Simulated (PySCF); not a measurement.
## TDDFT excited states: C5H10O2

Species: isopropyl acetate, C5H10O2.
InChI=1S/C5H10O2/c1-4(2)7-5(3)6/h4H,1-3H3

The calculation used PySCF, TDDFT wB97X-D/def2-SVPD, vertical, gas phase, core orbitals frozen in the response. Geometry: PBE0-D3(BJ)/def2-SVP, one conformer, isolated molecule. Torsions of this conformer, `[CH3:1][C:2](=[O:3])[O:4][CH:5]([CH3:6])[CH3:7]`: C1–C2–O4–C5 180°, C2–O4–C5–C6 154°.

Problem. Predict the UV-vis stick spectrum at this level.

Solution. 

```json
{"state": "S1", "E (eV)": "5.98", "E (kJ/mol)": "577", "λ (nm)": "207.4", "f": "0.0010", "|μ| (D)": "0.21", "main configurations (H = HOMO, L = LUMO)": "H→L (78%), H→L+1 (16%)"}
{"state": "S2", "E (eV)": "8.02", "E (kJ/mol)": "774", "λ (nm)": "154.6", "f": "0.017", "|μ| (D)": "0.74", "main configurations (H = HOMO, L = LUMO)": "H→L+1 (57%), H→L (13%), H→L+4 (8%)"}
{"state": "S3", "E (eV)": "8.19", "E (kJ/mol)": "790", "λ (nm)": "151.5", "f": "0.166", "|μ| (D)": "2.31", "main configurations (H = HOMO, L = LUMO)": "H-1→L (75%), H-1→L+1 (9%)"}
{"state": "S4", "E (eV)": "8.61", "E (kJ/mol)": "831", "λ (nm)": "144.0", "f": "0.0017", "|μ| (D)": "0.23", "main configurations (H = HOMO, L = LUMO)": "H-2→L (55%), H-4→L (15%), H-2→L+1 (10%)"}
{"state": "S5", "E (eV)": "8.73", "E (kJ/mol)": "842", "λ (nm)": "142.0", "f": "0.0051", "|μ| (D)": "0.39", "main configurations (H = HOMO, L = LUMO)": "H-1→L+1 (78%), H-1→L (9%)"}
{"state": "S6", "E (eV)": "9.14", "E (kJ/mol)": "882", "λ (nm)": "135.7", "f": "0.0048", "|μ| (D)": "0.37", "main configurations (H = HOMO, L = LUMO)": "H→L+2 (48%), H→L+4 (39%)"}
{"state": "S7", "E (eV)": "9.36", "E (kJ/mol)": "903", "λ (nm)": "132.4", "f": "0.0017", "|μ| (D)": "0.22", "main configurations (H = HOMO, L = LUMO)": "H→L+3 (63%)"}
{"state": "S8", "E (eV)": "9.50", "E (kJ/mol)": "916", "λ (nm)": "130.6", "f": "0.016", "|μ| (D)": "0.68", "main configurations (H = HOMO, L = LUMO)": "H→L+4 (29%), H-1→L+2 (12%), H→L+6 (11%)"}
{"state": "S9", "E (eV)": "9.50", "E (kJ/mol)": "917", "λ (nm)": "130.5", "f": "0.0074", "|μ| (D)": "0.45", "main configurations (H = HOMO, L = LUMO)": "H-2→L+1 (36%), H-2→L (24%)"}
{"state": "S10", "E (eV)": "9.65", "E (kJ/mol)": "931", "λ (nm)": "128.5", "f": "0.057", "|μ| (D)": "1.25", "main configurations (H = HOMO, L = LUMO)": "H-4→L (34%), H-2→L+1 (23%), H-3→L (10%)"}
```

Triplets (Tamm–Dancoff): T1 5.49 eV, H→L (78%), H→L+1 (16%); T2 6.29 eV, H-1→L (62%), H-1→L+1 (13%), H-3→L (10%); T3 7.93 eV, H→L+1 (62%), H→L (12%), H→L+2 (10%); T4 8.18 eV, H-2→L (47%), H-5→L (11%), H-2→L+1 (9%).

The lowest singlet comes at 207 nm (577 kJ/mol) in the ultraviolet; it is very weak; its leading configuration is HOMO→LUMO (78%). The most intense listed level is S3 at 8.19 eV (151 nm, f = 0.166), 2.21 eV above S1. S8/S9 lie within about 0.01 eV of each other. S1 has the pattern of n→π* at C=O. Orbital energies (eV): HOMO-3 -12.08, HOMO-2 -11.39, HOMO-1 -10.60, HOMO -9.89, LUMO 2.16, LUMO+1 2.26, LUMO+2 2.84. Of the 10 states listed, 4 reach f = 0.01 and none stays under 0.0005. The listed states span 3.67 eV, and the widest gap between neighbours is 2.04 eV (S1 to S2). The vertical ionisation energy (ΔSCF) is 10.26 eV, 0.61 eV above S10. Singlets were solved by full linear response, triplets in the Tamm–Dancoff approximation.
